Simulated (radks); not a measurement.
The numbers below are computed, except where a source is named.
The vanadium ion V+ inside a hard spherical wall (all orbitals vanish at R), configuration held at [Ar] 3d4 and not refilled when levels cross. Code: a radial shooting solver on a logarithmic mesh with Libxc functionals. Model: non-relativistic Kohn-Sham, LDA (Slater exchange, Perdew-Wang correlation), spin-polarised, spherical densities, point nucleus; open shells are filled with parallel spins first. Eigenvalues in eV for spin up, with the zero of energy where the potential of the charges vanishes at infinity; a dash marks a level that is unbound or too diffuse for the functional's potential to be trusted. A positive occupied level is held by the wall or, in an anion where self-interaction has pushed it up, behind a barrier. The pressure on the wall is -dE/dV.

| R (bohr) | E (hartree) | kinetic (hartree) | e(2p) | e(3s) | e(3p) | e(3d) | e(4s, empty) | e(4p, empty) | pressure (GPa) |
|---|---|---|---|---|---|---|---|---|---|
| free | -941.51471 | 940.241 | -503.54 | -72.532 | -47.762 | -10.107 | -9.976 | -6.117 | 0 |
| 20 | -941.51471 | 940.241 | -503.54 | -72.532 | -47.762 | -10.107 | -9.976 | -6.117 | < 0.0001 |
| 15 | -941.51471 | 940.241 | -503.54 | -72.532 | -47.762 | -10.107 | -9.976 | -6.117 | < 0.0001 |
| 10 | -941.51470 | 940.241 | -503.54 | -72.530 | -47.760 | -10.105 | -9.973 | -6.092 | 0.000391 |
| 8 | -941.51449 | 940.243 | -503.51 | -72.506 | -47.737 | -10.084 | -9.932 | -5.931 | 0.0124 |
| 7 | -941.51371 | 940.250 | -503.44 | -72.440 | -47.673 | -10.024 | -9.815 | -5.625 | 0.0703 |
| 4 | -941.43659 | 940.624 | -500.41 | -69.966 | -45.283 | -7.513 | -3.791 | 3.240 | 17.1 |
| 3.5 | -941.34566 | 941.010 | -498.17 | -68.282 | -43.648 | -5.583 | 1.606 | 10.046 | 51.8 |
| 2.5 | -940.44980 | 944.909 | -485.16 | -59.439 | -34.605 | 5.737 | 37.034 | 50.069 | 864 |
| 2 | -938.02372 | 954.760 | -463.82 | -44.867 | -18.923 | 24.350 | 97.936 | 113.15 | 5290 |
